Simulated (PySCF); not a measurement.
Si(H)(Me)(OMe)(NH2) (C₂H₉NOSi), SMILES CO[SiH](N)C.

Coordinates come from a B3LYP-D3(BJ)/def2-SVP optimisation. The values are those of a single conformer.

Two levels are set side by side: TDA-PBE/def2-SVPD (PySCF) and TDA-B3LYP/def2-SVPD (PySCF). Vertical, same geometry. The lowest singlet is HOMO→LUMO 98 % with PBE and HOMO→LUMO 96 % with the other functional; states are paired by order. Differences are taken from unrounded values.

```tsv
quantity	TDA-B3LYP	TDA-PBE	TDA-PBE minus TDA-B3LYP
lowest singlet excitation (eV)	6.42	5.92	-0.50
lowest triplet excitation (TDA) (eV)	6.06	5.64	-0.42
```

A lower first singlet is the usual sign of a functional without exact exchange. Differences between two approximate levels are no errors against the true value.

Rough cost on one machine, each run with all the roots and properties that it gave: TDA-B3LYP against TDA-PBE about 2 times.
